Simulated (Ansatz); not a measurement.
Cd6CuTe6Cl2. Charge 0, multiplicity 2. Geometry PBE-D4/def2-SVP; atoms count from 1.

```xyz
15

Cd    0.880   -1.743    3.049
Cd    1.267    1.108   -3.399
Cd    1.419   -0.326   -0.579
Cu   -1.283   -1.502   -0.579
Cd   -2.236   -0.580    1.864
Cd   -1.663    1.212   -1.474
Cd    0.484    1.385    2.613
Te   -0.256   -1.343   -2.983
Te    0.699   -2.802    0.544
Te   -1.134   -0.180    4.330
Te   -1.111    2.239   -4.032
Te    0.542    2.332    0.074
Te   -3.680   -0.426   -0.388
Cl    3.379    0.512   -2.238
Cl    2.693    0.115    3.199
```

In the def2 sets Cd, Te take a core potential; there is no spin–orbit coupling. Single mean-field runs in def2-TZVP are fitted with def2-universal-jkfit. No other spin state of charge 0 was run.

(1) Estimate the Mulliken populations from the PBE0/def2-TZVP orbitals of Ansatz.

(2) Where does the spin sit?

(3) And the Mayer bond orders between bonded heavy atoms (over 0.3)?

Results:

(1) 
| atom | charge (e) | spin (α − β) | d electrons |
| --- | --- | --- | --- |
| Cd1 | 0.59 | 0.02 | 10.02 |
| Cd2 | 0.59 | -0.04 | 10.03 |
| Cd3 | 0.58 | 0.00 | 10.03 |
| Cu4 | -0.10 | 0.00 | 9.86 |
| Cd5 | 0.46 | 0.00 | 10.00 |
| Cd6 | 0.58 | -0.03 | 10.01 |
| Cd7 | 0.60 | 0.00 | 10.02 |
| Te8 | -0.33 | 0.58 | – |
| Te9 | -0.36 | 0.01 | – |
| Te10 | -0.46 | 0.00 | – |
| Te11 | -0.39 | 0.46 | – |
| Te12 | -0.51 | 0.00 | – |
| Te13 | -0.37 | 0.00 | – |
| Cl14 | -0.43 | 0.00 | – |
| Cl15 | -0.46 | 0.00 | – |
Mulliken values and Mayer orders depend strongly on the basis.

(2) Summed by element: Cd -0.06, Cu 0.00, Te 1.05, Cl 0.00, of 1 unpaired in all. Largest on single atoms: Te8 0.58, Te11 0.46, Cd2 -0.04.

(3) Cd1–Te9 0.85 (2.73 Å); Cd1–Te10 0.62 (2.85 Å); Cd1–Cl15 0.42 (2.60 Å); Cd2–Te8 0.46 (2.92 Å); Cd2–Te11 0.89 (2.71 Å); Cd2–Cl14 0.57 (2.48 Å); Cd3–Te8 0.34 (3.10 Å); Cd3–Te9 0.61 (2.81 Å); Cd3–Te12 0.61 (2.87 Å); Cd3–Cl14 0.32 (2.70 Å); Cu4–Te8 0.58 (2.62 Å); Cu4–Te9 0.61 (2.62 Å); Cu4–Te13 0.63 (2.63 Å); Cd5–Te10 0.74 (2.73 Å); Cd5–Te13 0.84 (2.68 Å); Cd6–Te11 0.66 (2.81 Å); Cd6–Te12 0.50 (2.92 Å); Cd6–Te13 0.60 (2.82 Å); Cd7–Te10 0.65 (2.83 Å); Cd7–Te12 0.82 (2.71 Å); Cd7–Cl15 0.40 (2.62 Å). Values over 0.3 also appear between atoms too far apart for a bond (Te8–Te11 0.37 at 3.83 Å); they arise where an orbital or an unpaired electron spreads over both atoms.
